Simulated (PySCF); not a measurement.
BH3N (calculated)

Computed with PySCF 2.14.0. Calculation on a computer-drawn molecule: vertical ionisation energy to the stated ion spin, frozen-core CCSD(T) at the basis limit and cheaper methods, single-reference cases, UHF for radicals, no spin-orbit; all values are single points at the evaluated structure, the first of each entry, which is the reference or a displaced copy of it and isn't optimised; the reference structure only sets the zero of the energies above reference; triples share is (T) over the correlation energy.

```xyz
5
formula=BH3N charge=1 multiplicity=1 ion_multiplicity=2 diffuse_functions=no basis=cc-pVnZ reference_is=the_Hartree-Fock_double-zeta_minimum best_is=HF_at_quadruple_zeta_+_MP2_correlation_extrapolated_from_triple_and_quadruple_zeta_+_CCSD(T)_minus_MP2_at_triple_zeta basis_step_is=the_size_of_the_change_from_the_same_recipe_one_zeta_lower
B     -0.2455    -1.0129     0.7928
N      0.1421    -2.1244     1.3643
H     -0.5928    -0.0178     0.2795
H      1.0878    -2.4817     1.2887
H     -0.4676    -2.7061     1.9216
```

Reference structure:
```xyz
5
BH3N
B     -0.2462    -1.0135     0.7906
N      0.1450    -2.1266     1.3639
H     -0.5951    -0.0203     0.2791
H      1.0895    -2.4819     1.2890
H     -0.4710    -2.7057     1.9199
```

Drawn bonds:
```
atom  other atom  order
   1           2      1
   1           3      1
   2           4      1
   2           5      1
```

Questions
1. Give the missing total energy best for BH3N.
2. Estimate the energy above reference basis step of BH3N.
3. BH3N: ion spin squared at triple zeta?

Calculated values
1. -80.9990 hartree
2. 0.02214 kcal/mol
3. 0.7569

Further results for BH3N:

* ionisation energy best: 20.13 eV
* ionisation energy basis step: 0.03065 eV
* energy above reference best: 0.02986 kcal/mol
* ionisation energy Koopmans at triple zeta: 20.3 eV
* ionisation energy EOM CCSD at triple zeta: 19.97 eV
* total energy HF triple zeta: -80.6482 hartree
* total energy CCSD(T) triple zeta: -80.9595 hartree
* T1 diagnostic at triple zeta: 0.01254
* D1 diagnostic at triple zeta: 0.03301
* ion T1 diagnostic at triple zeta: 0.008393
* ion D1 diagnostic at triple zeta: 0.02205
* triples share at triple zeta: 0.03447
* basis functions triple zeta: 102

Triple zeta:
```
 method  ionisation energy (eV)  energy above reference (kcal/mol)
     HF                    18.3                           0.004935
    PBE                   20.22                            0.02659
 r2SCAN                   19.99                            0.01075
  B3LYP                   20.14                            0.01073
  wB97X                      20                            0.01413
    MP2                   20.08                             0.0485
   CCSD                   19.87                            0.04097
CCSD(T)                      20                            0.05138
```
